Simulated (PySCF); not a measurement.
Working out the excitation energy of Kr²⁺

Kr²⁺ [Ar] 3d10 4s2 4p4 (3P) → Kr²⁺ [Ar] 3d10 4s2 4p3 4d1 (5D). Calculation: PySCF 2.14, in aug-cc-pVTZ-DK; scalar relativity by spin-free X2C-1e. Frozen: [Ar] 3d10. Energies in hartree (1 hartree = 27.21139 eV):

```json
{"part": "UHF", "Kr²⁺ (lower)": "-2786.840038", "Kr²⁺ (upper)": "-2786.247896"}
{"part": "CCSD correlation", "Kr²⁺ (lower)": "-0.127947", "Kr²⁺ (upper)": "-0.107018"}
{"part": "(T)", "Kr²⁺ (lower)": "-0.003015", "Kr²⁺ (upper)": "-0.002359"}
```

**Question.** What does Hartree-Fock give?

**Answer.** (-2786.247896) − (-2786.840038) = 0.592142 hartree = 16.113 eV.

**Question.** What do CCSD and CCSD(T) give?

**Answer.** The CCSD correlation energies differ by 0.020929 hartree = 0.570 eV and the triples by 0.000656 hartree = 0.018 eV, so CCSD gives 16.683 eV and CCSD(T) 16.701 eV.
